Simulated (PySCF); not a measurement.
Species: C5H5N3.
Bonds: C1–C2 (triple), C2–C3, C3–N4 (aromatic), N4–N5 (aromatic), N5–C6 (aromatic), C6–N7 (aromatic), N7–C8, C3–N7 (aromatic). Hydrogens: H9 on C1; H10 on C6; H11, H12, H13 on C8.

The closed-shell ground state was solved at several levels (PySCF, density fitting, gas phase, non-relativistic). Isolated species at its GFN2-xTB geometry, gas phase.

| level | basis functions | HOMO (eV) | LUMO (eV) | gap (eV) | dipole (D) |
| --- | --- | --- | --- | --- | --- |
| PBE0/pcSseg-1 | 161 | -7.27 | -0.92 | 6.35 | 6.21 |
| CAM-B3LYP/def2-SVPD | 200 | -8.52 | 0.11 | 8.63 | 6.12 |

Problem. What might B3LYP/pcJ-1 (266 basis functions) give for the same quantities?

Solution. HOMO -7.03 eV, LUMO -1.11 eV, gap 5.92 eV, dipole 6.14 D.

Problem. Over all these levels, which gives the widest orbital gap and which the narrowest?

Solution. CAM-B3LYP/def2-SVPD (range-separated hybrid) has the widest, 8.63 eV, and B3LYP/pcJ-1 (global hybrid, 20 % exact exchange) the narrowest, 5.92 eV. Functional and basis both differ between the two, so the spread mixes both effects.

Problem. How far do the dipole and the HOMO energy spread over the levels?

Solution. The dipole runs from 6.12 to 6.21 D (mean 6.16 D) and the HOMO from -8.52 to -7.03 eV.
